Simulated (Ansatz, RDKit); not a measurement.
Complex: C2H2 (SMILES C#C) (first 4 atoms) with CH3I (SMILES CI); geometry from B3LYP-D3(BJ)/def2-TZVP.
(charge 0, multiplicity 1):
```tsv
atom	x (Å)	y (Å)	z (Å)
C	-0.3668	-0.0942	0.7666
C	-0.2625	-1.0548	0.0594
H	-0.4479	0.7505	1.4092
H	-0.1760	-1.9023	-0.5758
C	1.5731	-0.8434	3.7788
I	0.8611	1.1235	4.3088
H	1.2120	-1.5288	4.5366
H	1.1685	-1.0762	2.8004
H	2.6559	-0.7983	3.7655
```

Interaction energies are E(AB) − E(A) − E(B) at the monomers' geometry in the complex; basis-set methods are counterpoise corrected. RDKit's UFF carries no charges.

Frozen-core correlation. Filled d and f shells under p-block atoms count as core.

The values were computed with Ansatz (Gaussian basis) for Hartree–Fock, density functionals and correlated methods; RDKit for the force fields.  In def2 rows elements past Kr take small-core potentials, without spin–orbit coupling.

Predict the interaction energy from UFF.

-0.5 kcal/mol

Ansatz is a first-principles code.
